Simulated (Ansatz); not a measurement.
An input meant for GeH2Me(vinyl) (C3H8Ge) (charge 0, singlet; atoms displaced at random, 0.03 Å in each coordinate).

```yaml
crystal:
  periodic: [false, false, false]
  atoms:
    - {symbol: Ge, position_ang: [0.745873, 0.148600, 0.302468]}
    - {symbol: H, position_ang: [0.925781, 0.558988, 1.656397]}
    - {symbol: H, position_ang: [2.421310, 0.220231, -0.248449]}
    - {symbol: C, position_ang: [0.089825, 1.805822, -0.372396]}
    - {symbol: H, position_ang: [0.499705, 2.799593, -0.108693]}
    - {symbol: H, position_ang: [-1.039534, 2.092709, -0.032441]}
    - {symbol: H, position_ang: [0.107435, 2.013732, -1.512362]}
    - {symbol: C, position_ang: [-0.123326, -1.189096, -0.258739]}
    - {symbol: C, position_ang: [-0.883275, -2.385517, 0.341066]}
    - {symbol: H, position_ang: [-0.272024, -1.335096, -1.381854]}
    - {symbol: H, position_ang: [-0.798361, -1.900662, 1.564421]}
    - {symbol: H, position_ang: [-1.254010, -2.797735, -0.100704]}
basis:
  gaussian: {orbitals: aug-cc-pVDZ}
hamiltonian: {xc: {name: PBE0}, dispersion: d4}
scf: {lower_state_search: off}
relax: {f_tol: 0.0001, max_steps: 1}
output: {forces: true}
```

```sh
$ ansatz run in.yaml --threads 4 --pin off --events-out ev --progress --plain --max-ram 3916MiB
```

Output, abridged:

```
Functional definition: PBE0
1892 factors; integrals over basis functions are off by at most 3.5e-4 eV
mean field evaluation 1: about -59725.6836 eV, gradient 6.6e1 eV
mean field evaluation 2: about -59719.3675 eV, gradient 7.6e1 eV
mean field evaluation 4: about -59736.6284 eV, gradient 1.2e1 eV
mean field evaluation 8: about -59737.0314 eV, gradient 7.1e-2 eV
mean field evaluation 16: about -59737.0314 eV, gradient 4.1e-6 eV
mean field -59737.03137567 eV, -2195.2954118418 hartree, gradient 4.1e-6 eV, S^2 0.000000; 0 other end points of the search recorded, 0 dependent functions left out
reference -59737.03146655 eV, -2195.2954151814 hartree; 29, 29 occupied and 148, 148 virtual orbitals, 1892 factors
relax step   1: F+E_penalty+E_count = -59737.21931922 eV  Δ(F+E_penalty+E_count) = +0.000e0 eV  max|allowed force component| = 3.675e1 eV/Å  Δτ_max = 0.0000 Å  (15 SCF iters, accepted)
Error: geometry relaxation did not converge after 1 steps: max|allowed force component| = 3.67e1 eV/Å (threshold 1.0e-4). Raise `relax.max_steps` over both its present limit and 1, loosen `relax.f_tol`, or start from a geometry closer to equilibrium. Where this run's directory can be resumed (`checkpoint.write`), a resume goes on for up to `relax.max_steps` more
```

In this input the relaxation is allowed too few steps for its threshold. The SCF steps converged, but the relaxation ran out of steps.
